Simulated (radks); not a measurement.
Task: Numerical settings for the ruthenium ion Ru+, [Kr] 4d7. Method: Dirac Kohn-Sham, BLYP, spin-unpolarised, spherical densities, point nucleus; open shells fill j = l - 1/2 first; computed with a radial shooting solver on a logarithmic mesh with Libxc functionals. The defaults (mesh step 0.008 in ln r, mesh end at 40 bohr or more with all orbitals vanishing there, Anderson mixing 0.5 over 9 steps, residual threshold near 1e-9 with the energy settled to 1e-9 hartree or 1e-11 of itself, here a cap of 80 iterations) give E = -4531.8386 hartree and 4d5/2 at -12.311 eV in 14 iterations. Times are rough (one thread of a shared host). One setting is changed at a time: mesh step in ln r 0.05; mesh step in ln r 0.02; mesh step in ln r 0.03; mesh end (bohr) 1; mesh end (bohr) 20; residual threshold 1e-13; residual threshold 0.001; mixing 0.2; linear mixing, mixing 0.05; linear mixing, mixing 0.8; mixing history 3; iteration cap 2. Which runs fail to converge, and which converge to a wrong energy?

Result: Not converged within the cap: linear mixing, mixing 0.05; linear mixing, mixing 0.8; iteration cap 2. Settled on a wrong energy, with an occupied level pushed above zero by the early mesh end: mesh end (bohr) 1 (+172 hartree). Apart from these: no run marked as converged misses the energy by more than 1 mhartree.
